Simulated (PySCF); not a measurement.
A PySCF script (with the pyscf-properties extension) for the NMR shieldings of SMILES CB(C)[N@@H+](C)[AlH3-], C₃H₁₃AlBN, on a GFN2-xTB geometry:

```python
import basis_set_exchange as bse
import numpy as np
from pyscf import gto, dft
from pyscf.prop import nmr

atoms = """
C     1.193494   -1.043334    1.082438
B     0.857086    0.046058   -0.005075
C     1.814376    1.262546   -0.304590
N    -0.398933   -0.022208   -0.694232
C    -1.146813   -1.247762   -0.940095
Al   -1.821385    1.008934    0.506582
H     2.127572   -0.856132    1.604585
H     0.392371   -1.037915    1.824864
H     1.241213   -2.054661    0.681208
H     1.378906    1.995537   -0.981604
H     2.081470    1.782149    0.613603
H     2.754627    0.925256   -0.741073
H    -0.467132    0.592061   -1.503035
H    -0.834396   -1.722150   -1.873822
H    -0.994452   -1.941723   -0.118078
H    -2.218480   -1.018339   -0.996389
H    -2.214101   -0.130842    1.513969
H    -0.964725    2.204085    1.038974
H    -2.790500    1.267689   -0.715693
"""
names = dict.fromkeys(["C", "B", "N", "Al", "H"], "pcSseg-1")
basis = {el: gto.basis.parse(bse.get_basis(n, elements=[el], fmt="nwchem")) for el, n in names.items()}
mol = gto.M(atom=atoms, basis=basis, charge=0, verbose=0)
mf = dft.RKS(mol, xc="PBE0")
mf.grids.level = 2
mf.grids.alignment = dft.numint.BLKSIZE   # the property module wants whole blocks of grid points
mf.conv_tol = 1e-9
mf.kernel()

calc = nmr.RKS(mf)   # GIAO
C = mf.mo_coeff
Co = C[:, mf.mo_occ > 0]
resp = mf.gen_response(singlet=True, hermi=2)
def vind(x):   # induced exchange potential for any number of trial vectors
    d = np.einsum("pi,xij,qj->xpq", C, 2 * x.reshape(-1, C.shape[1], Co.shape[1]), Co, optimize=True)
    return np.einsum("xpq,pi,qj->xij", resp(d - d.transpose(0, 2, 1)), C, Co, optimize=True).ravel()
mo1, _ = nmr.rhf.solve_mo1(calc, with_cphf=vind)
sigma = calc.kernel(mo1)
for i, s in enumerate(sigma):   # ppm
    w = np.linalg.eigvalsh((s + s.T) / 2)
    print("%2d %-2s iso %8.1f  s11 %8.1f  s22 %8.1f  s33 %8.1f" % (i, mol.atom_pure_symbol(i), w.mean(), *w))
```

Problem. What are the results?

Solution. 
```
 0 C  iso    182.7  s11    169.4  s22    187.9  s33    190.8
 1 B  iso     38.0  s11    -22.1  s22     25.5  s33    110.5
 2 C  iso    173.1  s11    157.9  s22    170.8  s33    190.5
 3 N  iso    175.4  s11    115.6  s22    193.4  s33    217.3
 4 C  iso    151.1  s11    131.7  s22    140.0  s33    181.6
 5 Al iso    412.3  s11    391.3  s22    415.0  s33    430.4
 6 H  iso     30.9  s11     26.7  s22     29.4  s33     36.5
 7 H  iso     30.8  s11     26.0  s22     30.2  s33     36.3
 8 H  iso     31.3  s11     26.2  s22     30.3  s33     37.3
 9 H  iso     31.3  s11     27.2  s22     30.4  s33     36.2
10 H  iso     30.5  s11     27.4  s22     28.4  s33     35.7
11 H  iso     30.9  s11     27.2  s22     28.6  s33     37.0
12 H  iso     27.8  s11     22.2  s22     26.3  s33     34.9
13 H  iso     29.0  s11     23.9  s22     26.4  s33     36.6
14 H  iso     28.6  s11     24.5  s22     28.8  s33     32.3
15 H  iso     28.1  s11     23.3  s22     27.9  s33     33.2
16 H  iso     27.8  s11     24.7  s22     27.3  s33     31.4
17 H  iso     27.8  s11     23.7  s22     27.7  s33     31.8
18 H  iso     27.5  s11     24.3  s22     26.3  s33     31.8
```

These numbers come from an equivalent density-fitted implementation of the same equations, which agrees with the script to about 0.01 ppm for H and up to a few tenths of a ppm for heavy atoms, so last digits may differ.

Size and cost of the density-fitted run: 174 basis functions, 34 s wall time on 1 thread of an x86-64 server CPU, shared host.
